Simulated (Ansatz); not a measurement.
Reaction (redistribution): `CO[SiH](F)O[SiH2]F` + `C=[Se]` → `CO[SiH](F)O[SiH3]` + `FC=[Se]`

Gas-phase electronic energies from Ansatz, PBE0-D4/def2-TZVP geometries. CBS: MP2 limit from def2 TZ/QZ plus the TZ coupled-cluster correction, frozen cores. Functionals use def2-TZVPP. For Se outer-core shells are correlated without core-valence functions, which leaves a few kJ/mol of doubt a bond. Scalar relativity is left out up to krypton. Each species was taken in one conformer, which may not be the lowest.

`CO[SiH](F)O[SiH2]F`:

Cartesian coordinates in Å:
```
C 0.860 -0.025 1.889
O 1.350 -0.534 0.665
Si 1.201 0.159 -0.786
F 1.856 -0.849 -1.815
O -0.352 0.388 -1.199
Si -1.893 -0.114 -1.195
F -2.387 -0.235 0.318
H 1.219 -0.673 2.689
H 1.224 0.991 2.075
H -0.234 -0.020 1.903
H 1.892 1.454 -0.881
H -2.724 0.911 -1.856
H -2.014 -1.453 -1.807
```

`C=[Se]`:

Z-matrix (Å, degrees):
```
C
Se 1 1.741
H 1 1.087 2 121.8
H 1 1.087 2 121.8 3 -180.0
```

`CO[SiH](F)O[SiH3]`:

Cartesian coordinates in Å:
```
C -0.264 1.503 1.875
O 0.070 0.552 0.886
Si -0.987 -0.350 0.050
F -2.027 0.604 -0.686
O -0.163 -1.194 -1.042
Si 1.233 -1.263 -1.908
H -0.859 1.054 2.678
H 0.664 1.885 2.304
H -0.823 2.339 1.445
H -1.774 -1.248 0.911
H 1.049 -2.280 -2.970
H 2.355 -1.661 -1.022
H 1.526 0.057 -2.520
```

`FC=[Se]`:

Z-matrix (Å, degrees):
```
C
F 1 1.319
Se 1 1.735 2 124.2
H 1 1.089 2 110.3 3 -180.0
```

```tsv
level	ΔE (kcal/mol)
PBE0-D4	45.3
CCSD/CBS(def2)	51.8
```

Problem. What does CCSD(T)/CBS give? (Estimate.)

Solution. Computed: +50.8 kcal/mol. The listed levels differ from it by -5.5, 1.0 kcal/mol.

Largest T1 diagnostic among the species: 0.016.

In def2-TZVPP, CCSD(T) changes the Hartree–Fock value by −2.0 kcal/mol (the triples alone add −1.0 kcal/mol) and MP2 by −1.1 kcal/mol. From PBE to PBE0 (25 % exact exchange), in def2-TZVPP and without D4, ΔE moves by +3.1 kcal/mol.
